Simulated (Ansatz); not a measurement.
Reactions of C5H7F (`C=CC(=C)CF`).

Isolated molecules relaxed with PBE0-D4/def2-TZVP in Ansatz; ΔE leaves out vibrations. CBS: MP2 limit from def2 TZ/QZ plus the TZ coupled-cluster correction, frozen cores. This one scheme is used for every species. DFT in def2-TZVPP. Triplets are unrestricted, without spin–orbit coupling. Each species was taken in one conformer, which may not be the lowest.

| reaction | ωB97M-V (kcal/mol) | HF/CBS(def2) (kcal/mol) | r2SCAN-D4 (kcal/mol) |
| --- | --- | --- | --- |
| `C=CC(=C)CF` + H–F → `C=C(F)CF` + `C=C` | 12.6 | 9.1 | 13.6 |
| `C=CC(=C)CF` + H₂ → `C=CC(=C)C` + H–F | -24.3 | -25.5 | -23.6 |
| `C=CC(=C)CF` + `B[SiH2][SiH3]` → `C=CB[SiH2][SiH3]` + `C=CCF` | -9.1 | -9.5 | -8.0 |
| `C=CC(=C)CF` → `C=CC(=C)F` + `[CH2]` (triplet) | 101.5 | 66.7 | 94.7 |
| `C=CC(=C)CF` + CH₄ → `C=CC(=C)CC` + H–F | -6.8 | -3.2 | -5.6 |

Task: Give the CCSD(T)/CBS values in the same order. (Estimate.)

Result: The calculation gave: 16.8, -26.9, -8.5, 102.0, -10.0 kcal/mol.

Largest T1 diagnostic: 0.014, for `B[SiH2][SiH3]`.
